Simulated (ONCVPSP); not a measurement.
## What one change does to a pseudopotential (platinum (Pt), ONCV)

- Element: platinum
- Generator: ONCVPSP 4.0.1
- Type: optimised norm-conserving Vanderbilt (ONCV)
- Functional: PW91
- Relativity: fully relativistic
- Frozen core: [Kr] 4d10 4f14
- Valence charge: 18
- Reference configuration: 5s2 5p6 5d9 (charge +1)
- Partial waves: 5s: rc 1.60 bohr, ncon 4, nbas 8, qcut 6 1/bohr, 2 projectors, debl 1.6 Ha; 5p: rc 1.35 bohr, ncon 3, nbas 7, qcut 8.5 1/bohr, 2 projectors, debl 2.8 Ha; 5d: rc 1.65 bohr, ncon 4, nbas 7, qcut 5 1/bohr, 2 projectors, debl 0.7 Ha; f scattering state at 0.45 Ha: rc 1.35 bohr, ncon 3, nbas 6, qcut 7.9 1/bohr, local
- Local potential: the f channel
- Core correction: none

Open shells are filled in proportion to 2j + 1.

In the s channel the program set the typed energies aside and used -4.040, 0.050 Ha.

Change: d: nproj 3.

Cutoffs: the cutoffs (Ha) at which the residual kinetic energy of the hardest occupied pseudo-wave falls to 1 and 0.1 mHa per electron; they do not see the model core or the augmentation charge, which bear on the density cutoff. Errors are all-electron minus pseudo energies relative to the spin-unpolarised reference configuration.

Task: How do hardness, ghosts and transferability respond?

Result: The potential gets neither clearly harder nor softer (51 Ha and 63 Ha → 51 Ha and 63 Ha); the bound ghosts move from s to d, s; of the 4 tests that both files solve, the error grows in 0 and shrinks in 1 by more than 15 % and 0.3 meV (median size 0.8 → 0.4 meV).

```csv
quantity,base,changed
"cutoff, loose",51 Ha,51 Ha
"cutoff, tight",63 Ha,63 Ha
bound ghosts,s,"d5/2, d3/2, s"
GHOST(+) flags under 300 eV,none,none
"error for 5s2 5p6 5d9 6s1, meV [ΔE -9.29 eV]",-20,-20
"error for 5s2 5p6 5d8, meV [ΔE 20.06 eV]",+0.1,0.0
"error for 5s2 5p6 5d7, meV [ΔE 52.35 eV]",+1.2,+0.4
"error for 5s2 5p6 5d9 6p1, meV [ΔE -4.25 eV]",+0.4,+0.3
s: phases at 1.62 bohr within 0.05 rad from the reference energy up to (Ha; the scan ends near 5),-3.0,-3.0
p3/2: phases at 1.37 bohr within 0.05 rad from the reference energy up to (Ha; the scan ends near 5),4.4,4.4
p1/2: phases at 1.37 bohr within 0.05 rad from the reference energy up to (Ha; the scan ends near 5),3.7,3.7
d5/2: phases at 1.67 bohr within 0.05 rad from the reference energy up to (Ha; the scan ends near 5),4.2,to the end of the scan
d3/2: phases at 1.67 bohr within 0.05 rad from the reference energy up to (Ha; the scan ends near 5),4.1,to the end of the scan
f7/2: phases at 1.37 bohr within 0.05 rad from the reference energy up to (Ha; the scan ends near 5),1.2,1.2
f5/2: phases at 1.37 bohr within 0.05 rad from the reference energy up to (Ha; the scan ends near 5),1.7,1.7
```

 A true bound ghost makes a file unfit for plane-wave use even where its test errors are small: the radial tests pick states by their node count and pass the ghost by.
